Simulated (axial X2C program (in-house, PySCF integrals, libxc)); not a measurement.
## Worked dissociation energy of PdSi: TPSSh, two-component

Computed with an in-house all-electron X2C program for linear molecules (integrals from PySCF). Two-component (2c) means X2C with spin–orbit coupling and atomic mean-field two-electron Coulomb and Gaunt terms. Basis: Pd dyall-cv3z [12s12p8d5f3g], Si dyall-v3z [8s7p2d1f] (cores contracted in-house); Gaussian nuclei, density fitting, unrestricted open shells. Masses: Pd 105.903 u, Si 27.977 u.

Molecular state: Ω = 0 (closed shell).

| Property | Result |
| --- | --- |
| E(Pd) (2M_J = 0) | -5043.064190 hartree |
| E(Si) (2M_J = 2) | -289.964816 hartree |
| E(PdSi) at Re | -5333.143897 hartree |
| ωe | 477.3 cm⁻¹ |
| ωexe | 1.58 cm⁻¹ |

Q: Work out De and D0.

A: De = -5043.064190 + (-289.964816) − (-5333.143897) = 0.11489 hartree = 3.126 eV. The zero-point energy is ωe/2 − ωexe/4 = 238 cm⁻¹ = 0.030 eV, so D0 = 3.097 eV.

The state is a single determinant with fixed occupations, the lowest that a limited PBE0 search found. Closed shells are restricted here (equal orbitals for both partners); the stretched side of such a curve lies too high. De is counted from the lowest determinant-based energies of the atoms at the same level, without counterpoise correction. The 2c atoms are single determinants rather than J levels; their spin–orbit lowering is only partly caught, and De is too large by that part. This holds for TPSSh. PBE0 can misorder states that lie within some tenths of an eV, so this need not be the ground state of the molecule. The nearest other 2c determinant of the search, Ω = 2, lies 0.34 eV up at the distance of the search. Without a current term, density functionals place determinants with orbital angular momentum somewhat too high.

Each atomic determinant is the lowest at this level and need not be a pure J level. Totals compare only within one Hamiltonian and basis.
